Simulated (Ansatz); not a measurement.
Reaction (ligand exchange at the Si–C bond): `FC([SiH3])[SiH2]Cl` + `S[Si](Cl)(Cl)Cl` → `Cl[SiH2]S[Si](Cl)(Cl)Cl` + `FC[SiH3]`

Gas-phase electronic energies from Ansatz, PBE0-D4/def2-TZVP geometries. CCSD(T)/CBS is the MP2 limit (def2-TZVPP, def2-QZVPP) plus CCSD(T) − MP2 in def2-TZVPP, frozen cores. DFT in def2-TZVPP. One conformer a species, not always the lowest.

`FC([SiH3])[SiH2]Cl`:

Cartesian coordinates in Å:
```
F 1.496 -0.894 -0.825
C 0.222 -0.629 -0.299
Si -0.628 0.685 -1.378
Si 0.381 -0.144 1.514
Cl 1.099 -1.718 2.616
H -0.365 -1.555 -0.363
H 0.069 1.988 -1.236
H -2.034 0.819 -0.916
H -0.595 0.247 -2.795
H -0.967 0.211 2.022
H 1.321 0.990 1.658
```

`S[Si](Cl)(Cl)Cl`:

Z-matrix (Å, degrees):
```
Si
Cl 1 2.027
Cl 1 2.033 2 109.6
S 1 2.105 2 106.1 3 121.4
Cl 1 2.033 2 109.6 3 -117.3
H 4 1.346 1 93.0 2 180.0
```

`Cl[SiH2]S[Si](Cl)(Cl)Cl`:

Cartesian coordinates in Å:
```
Cl 0.758 -0.759 2.336
Si -0.725 -1.197 0.999
S -1.357 0.512 -0.118
Si 0.441 1.150 -1.022
Cl -0.085 2.236 -2.652
Cl 1.534 2.329 0.213
Cl 1.609 -0.410 -1.599
H -1.942 -1.597 1.736
H -0.233 -2.265 0.108
```

`FC[SiH3]`:

```xyz
8

F     0.324    1.252    1.440
C    -0.338    0.155    0.899
Si    0.284   -0.192   -0.858
H    -1.412    0.368    0.903
H    -0.167   -0.705    1.556
H    -0.459   -1.371   -1.379
H     1.738   -0.490   -0.833
H     0.028    0.983   -1.728
```

| species | ωB97X-V energy (Eh) |
| --- | --- |
| `FC([SiH3])[SiH2]Cl` | -1180.66466 |
| `S[Si](Cl)(Cl)Cl` | -2068.83585 |
| `Cl[SiH2]S[Si](Cl)(Cl)Cl` | -2819.12237 |
| `FC[SiH3]` | -430.40574 |

(1) Work out ΔE.

Largest T1 diagnostic among the species: 0.011.

Answers

(1) ΔE = (-2819.12237) + (-430.40574) − (-1180.66466) − (-2068.83585) = -0.02760 Eh = -17.3 kcal/mol. CCSD(T)/CBS gives -18.2 kcal/mol.

From PBE to PBE0 (25 % exact exchange), in def2-TZVPP and without D4, ΔE moves by −0.7 kcal/mol. The D4 term adds −2.5 kcal/mol with B3LYP and −1.4 kcal/mol with PBE0; it sums over pairs of atoms, weighted by their polarisabilities, and B3LYP, whose exchange is more repulsive, gets the larger term.

B3LYP here is the variant with VWN-RPA as its local correlation; programs differ in this.
